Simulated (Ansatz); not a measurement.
Rb5H4, relaxed as a doublet with UKS B3LYP-D4/def2-SVP in Ansatz, starting from the GFN1-xTB geometry. Force threshold 0.02 eV/Å.

In the def2 sets Rb takes a core potential; there is no spin–orbit coupling. The relaxation made no stability test and no search for a lower SCF solution. Another isomer (doublet) lies 0.91 eV lower at PBE0-D4/def2-TZVP; other spin states weren't run for this one.

Start:

```xyz
9

Rb   -3.1040    2.2515    2.6829
Rb    0.8229   -0.7312    1.7189
Rb    1.7322   -2.8137   -1.8511
Rb    2.8246    1.1356   -2.0259
Rb   -1.7214    1.1918   -0.7961
H    -1.5305    0.3131    1.8721
H     3.6179   -1.2236   -2.3094
H     0.8525   -2.8869    0.4845
H    -3.4943    2.7633    0.2242
```

```csv
step,energy (eV),largest force component (eV/Å),SCF passes
1,-3344.0296,0.473,18
2,-3344.2355,0.193,22
3,-3344.3410,0.107,23
4,-3344.4004,0.050,22
5,-3344.4303,0.032,22
6,-3344.4429,0.069,22
7,-3344.4529,0.055,22
8,-3344.4671,0.036,22
9,-3344.4825,0.048,22
10,-3344.4949,0.056,22
11,-3344.5028,0.108,22
12,-3344.5089,0.056,22
13,-3344.5159,0.059,22
14 (rejected),-3344.5117,0.062,22
15,-3344.5198,0.026,23
16,-3344.5210,0.012,23
```

Force components are those of the run's own axes.

End:

```xyz
9

Rb   -4.1500    1.6377    2.4824
Rb    0.3169   -1.1245    1.6906
Rb    3.0309   -3.7287   -1.4662
Rb    2.6413    0.9068   -2.8682
Rb   -1.3566    2.8574   -0.1486
H    -1.7364    0.6708    1.7814
H     3.4481   -1.5844   -2.9103
H     1.5586   -3.1862    0.6338
H    -3.7528    3.5513    0.8051
```

By distances, no bond broke or formed, bridged metal pairs apart. The bond that changes most is Rb2–Rb4, from 4.64 to 5.51 Å (atoms count from 1). Metal–metal contacts that move far: Rb2–Rb4 4.64 to 5.51 Å, Rb4–Rb5 4.71 to 5.21 Å.

No frequencies were taken in this run, so the end may be a saddle point.

Hardware: 4 threads of Arm Neoverse V1 on a shared host. Wall time 73 s.
